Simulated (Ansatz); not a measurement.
Species: sum formula Si2N2H8 (charge 0, singlet). 
Geometry from a B3LYP-D3(BJ)/def2-TZVP (Ansatz, a quantum-chemistry and plane-wave program) optimisation:
```
N
H 1 1.0124
Si 1 1.7254 2 114.62
N 3 1.7156 1 110.03 2 -51.02
H 4 1.0070 3 120.75 1 145.34
H 4 1.0075 5 111.95 3 -155.47
Si 1 1.7293 2 115.45 3 175.96
H 7 1.4791 1 108.40 2 160.13
H 7 1.4836 8 110.01 1 119.63
H 3 1.4836 4 103.92 5 22.74
H 3 1.4838 10 108.95 4 124.54
H 7 1.4856 8 108.21 9 116.86
```
Charge 0, spin multiplicity 1.

Dipole moments at this geometry, in debye (magnitudes).

```tsv
level	program	dipole (D)
PBE/def2-TZVPD	Ansatz	1.63
BHLYP/def2-TZVPD	Ansatz	1.50
r2SCAN0/def2-TZVPD	Ansatz	1.60
HSE06/def2-TZVPD	Ansatz	1.58
CAM-B3LYP/def2-TZVPD	Ansatz	?
CCSD(T)/aug-cc-pV(D+d)Z	Ansatz	?
```

Question: What belongs in the gaps?

Answer: 
- CAM-B3LYP/def2-TZVPD, dipole (D): 1.52
- CCSD(T)/aug-cc-pV(D+d)Z, dipole (D): 1.53
